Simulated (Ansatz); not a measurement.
Saddle point of ZrH$_{2}$Cl$_{4}$, singlet (ZrCl₄ ([Cl][Zr]([Cl])([Cl])[Cl]) + H₂ → ZrHCl₃ ([Cl][ZrH]([Cl])[Cl]) + HCl (still joined by a long Zr–Cl bond); bonds formed: Zr1–H7, Cl2–H6; bonds broken: H6–H7; bonds weakened to dative contacts: Zr1–Cl2), PBE0-D4/def2-TZVP structure:

Zr1  (-0.314, 0.449, -0.392)
Cl2  (0.730, -2.051, 0.752)
Cl3  (0.923, -0.164, -2.269)
Cl4  (-2.389, -0.562, -0.068)
Cl5  (-0.775, 2.698, -0.669)
H6  (1.131, -1.070, 1.500)
H7  (0.694, 0.700, 1.145)
(Å)

Energies are electronic, without zero-point energy. Barriers and step energies count from the start structure reached by relaxing down the imaginary mode; all methods use the PBE0-D4 structures, on which another method's saddle can fall below an end. Computed with Ansatz 0.2.0 (basis: def2-TZVPP, with def2-QZVPP for the basis limit); correlated methods freeze the cores. Core potentials replace the inner electrons of the atoms past krypton. B3LYP uses VWN-RPA correlation. Extrapolation: Hartree–Fock as exp(−7.88 √X), correlation as X^−2.97.

```tsv
method	barrier (eV)	step energy (eV)
SPW92	1.524	1.594
PBE-D4	1.754	1.779
BLYP-D4	1.822	1.823
r2SCAN-D4	1.835	1.840
B97M-V	1.716	1.699
PBE0-D4	?	1.745
B3LYP-D4	1.806	1.789
r2SCAN0-D4	1.800	1.787
BHLYP-D4	1.792	1.746
CAM-B3LYP-D4	1.758	1.731
wB97X-V	?	1.716
wB97M-V	1.730	1.698
B2PLYP	1.866	1.847
PBE-QIDH	1.800	1.788
RPA on PBE	1.728	1.694
HF	?	1.786
MP2	1.880	1.874
CCSD	1.743	1.703
CCSD(T)	1.769	1.749
```

Fill in the withheld barriers. (Judge from chemistry; the value comes from the calculation.)

By the calculation: PBE0-D4 1.746; wB97X-V 1.751; HF 1.902 eV. Each is the energy of the saddle less that of the start structure, by the same method.

For comparison, the barrier by CCSD(T) at an estimated basis limit (MP2 extrapolated from triple and quadruple zeta, plus CCSD(T) − MP2 in triple zeta) is 1.802 eV.

No T1 diagnostic of these runs exceeds 0.017.

Labels in which every atom is bracketed show which atoms are joined, not bond orders.

For scale, one of the runs: CCSD(T)/def2-TZVPP, 252 basis functions, launched by `ansatz run in.yaml --threads 8 --pin off --events-out ev --progress --plain --max-ram 19148MiB`. Time: 2.1 min of wall clock on 8 CPU threads of an Arm Neoverse V2; the host was shared. Peak host memory: 5.5 GiB.
